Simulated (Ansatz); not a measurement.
`B[Si](O)(F)F` + H₂ → `B[SiH](O)F` + H–F at 400 K and 1 bar (hydrogenolysis of the Si–F bond).

Gas-phase electronic energies from Ansatz, PBE0-D4/def2-TZVP geometries. CCSD(T)/CBS is the MP2 limit (def2-TZVPP, def2-QZVPP) plus CCSD(T) − MP2 in def2-TZVPP, frozen cores. This one scheme is used for every species. One conformer a species, not always the lowest.

```csv
species,CCSD(T)/CBS energy (Eh),H − E (kJ/mol),S (J/(mol·K))
`B[Si](O)(F)F`,-590.59738,139.0,375.4
H₂,-1.17544,38.0,139.0
`B[SiH](O)F`,-491.32150,149.9,349.5
H–F,-100.39570,36.5,182.2
```

H − E and S are ideal-gas, rigid-rotor, harmonic terms from PBE0-D4/def2-TZVP, for one conformer and one mirror image of each species. The MP2-based limit puts H₂ 0.8 mEh under its directly extrapolated value; such offsets cancel only in part. 1 Eh = 2625.50 kJ/mol, R = 8.31446 J/(mol·K).

Problem. By hand: ΔE, ΔH, ΔS and ΔG.

Solution. ΔE = (-491.32150) + (-100.39570) − (-590.59738) − (-1.17544) = 0.05562 Eh = 146.0 kJ/mol. Δ(H − E) = 149.9 + 36.5 − 139.0 − 38.0 = 9.4, so ΔH = 155.4 kJ/mol. ΔS = 349.5 + 182.2 − 375.4 − 139.0 = 17.3 J/(mol·K). ΔG = 155.4 − 400 × (17.3)/1000 = 148.5 kJ/mol.

Problem. By hand: the equilibrium constant, and the temperature at which ΔG would vanish if ΔH and ΔS stayed fixed.

Solution. log₁₀ K = −ΔG/(RT ln 10) = -19.4. ΔG = 0 at ΔH/ΔS = 8983 K, far beyond where these terms or the molecules hold.

ΔH outweighs TΔS. A doubt of 5 kJ/mol in ΔE shifts log₁₀ K by 0.7 here. Other conformers and mirror images would add mixing entropy, several J/(mol·K) or more a flexible species. These are equilibria of isolated gas molecules and say nothing of rates. Largest T1 diagnostic: 0.012 (customary marks: 0.02 for closed shells, 0.045 for open ones).
